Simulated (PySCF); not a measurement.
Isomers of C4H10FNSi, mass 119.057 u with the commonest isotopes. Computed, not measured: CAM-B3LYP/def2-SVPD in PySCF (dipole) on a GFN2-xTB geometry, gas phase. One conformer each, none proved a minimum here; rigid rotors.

**Question.** Order these by radius of gyration √(Σ m r²/M), smallest first.
A. `[CH2:1]=[N:2][Si@@H:3]([CH2:4][CH3:5])[CH2:6][F:7]` with C1–N2–Si3–C4 119°, N2–Si3–C4–C5 178°, N2–Si3–C6–F7 -177°
B. `[NH2:1][CH2:2][C@@:3]1([F:4])[CH2:5][CH2:6][SiH2:7]1` with H–N1–C2–C3 -58° and 60°, N1–C2–C3–F4 63°, C2–C3–C5–C6 110°, C3–C5–C6–Si7 12°, C5–C6–Si7–C3 -10°, C2–C3–Si7–C6 -109°
C. `[CH3:1][C@@H:2]1[CH2:3][CH2:4][Si@H:5]([F:6])[NH:7]1` with C1–C2–C3–C4 -161°, C2–C3–C4–Si5 33°, C3–C4–Si5–F6 100°, C4–Si5–N7–C2 -10°
D. `[CH2:1]=[N:2][SiH2:3][C@@H:4]([F:5])[CH2:6][CH3:7]` with C1–N2–Si3–C4 114°, N2–Si3–C4–F5 -90°, Si3–C4–C6–C7 65°

**Answer.** B (1.834 Å), C (1.882 Å), D (1.979 Å), A (2.085 Å).

**Question.** Order these by dipole moment, largest first.
A. `[NH2:1][CH2:2][C@@:3]1([F:4])[CH2:5][CH2:6][SiH2:7]1` with H–N1–C2–C3 -58° and 60°, N1–C2–C3–F4 63°, C2–C3–C5–C6 110°, C3–C5–C6–Si7 12°, C5–C6–Si7–C3 -10°, C2–C3–Si7–C6 -109°
B. `[CH2:1]=[N:2][Si@@H:3]([CH2:4][CH3:5])[CH2:6][F:7]` with C1–N2–Si3–C4 119°, N2–Si3–C4–C5 178°, N2–Si3–C6–F7 -177°
C. `[CH3:1][C@@H:2]1[CH2:3][CH2:4][Si@H:5]([F:6])[NH:7]1` with C1–C2–C3–C4 -161°, C2–C3–C4–Si5 33°, C3–C4–Si5–F6 100°, C4–Si5–N7–C2 -10°
D. `[CH3:1][N:2]1[CH2:3][C@H:4]([F:5])[CH2:6][SiH2:7]1` with C1–N2–C3–C4 169°, N2–C3–C4–F5 163°, C3–C4–C6–Si7 -36°, C4–C6–Si7–N2 18°
E. `[CH2:1]=[N:2][SiH2:3][C@@H:4]([F:5])[CH2:6][CH3:7]` with C1–N2–Si3–C4 114°, N2–Si3–C4–F5 -90°, Si3–C4–C6–C7 65°

**Answer.** B (2.58 D), C (2.45 D), A (2.22 D), D (1.85 D), E (1.44 D).

**Question.** Order these by rotational constant C, largest first.
A. `[CH3:1][N:2]1[CH2:3][C@H:4]([F:5])[CH2:6][SiH2:7]1` with C1–N2–C3–C4 169°, N2–C3–C4–F5 163°, C3–C4–C6–Si7 -36°, C4–C6–Si7–N2 18°
B. `[NH2:1][CH2:2][C@@:3]1([F:4])[CH2:5][CH2:6][SiH2:7]1` with H–N1–C2–C3 -58° and 60°, N1–C2–C3–F4 63°, C2–C3–C5–C6 110°, C3–C5–C6–Si7 12°, C5–C6–Si7–C3 -10°, C2–C3–Si7–C6 -109°
C. `[CH3:1][C@@H:2]1[CH2:3][CH2:4][Si@H:5]([F:6])[NH:7]1` with C1–C2–C3–C4 -161°, C2–C3–C4–Si5 33°, C3–C4–Si5–F6 100°, C4–Si5–N7–C2 -10°
D. `[CH2:1]=[N:2][SiH2:3][C@@H:4]([F:5])[CH2:6][CH3:7]` with C1–N2–Si3–C4 114°, N2–Si3–C4–F5 -90°, Si3–C4–C6–C7 65°
E. `[CH2:1]=[N:2][Si@@H:3]([CH2:4][CH3:5])[CH2:6][F:7]` with C1–N2–Si3–C4 119°, N2–Si3–C4–C5 178°, N2–Si3–C6–F7 -177°

**Answer.** B (1512 MHz), C (1302 MHz), D (1263 MHz), A (1213 MHz), E (1015 MHz).

```csv
SMILES,point group,Ia (u·Å²),Ib (u·Å²),Ic (u·Å²),κ,μa (D),μb (D),μc (D)
C[C@@H]1CC[Si@H](F)N1,C1,129.77,325.32,388.08,-0.81,1.94,0.53,1.39
CN1C[C@H](F)C[SiH2]1,C1,145.29,295.71,416.80,-0.56,1.83,0.11,0.26
C=N[Si@@H](CC)CF,C1,197.04,340.45,497.93,-0.39,2.46,0.68,0.38
NC[C@@]1(F)CC[SiH2]1,C1,165.04,301.62,334.30,-0.79,2.03,0.66,0.60
C=N[SiH2][C@@H](F)CC,C1,202.57,329.54,400.18,-0.56,1.08,0.93,0.22
C=N[SiH2][C@@H](C)CF,C1,118.68,434.17,492.11,-0.92,1.26,1.19,0.23
```
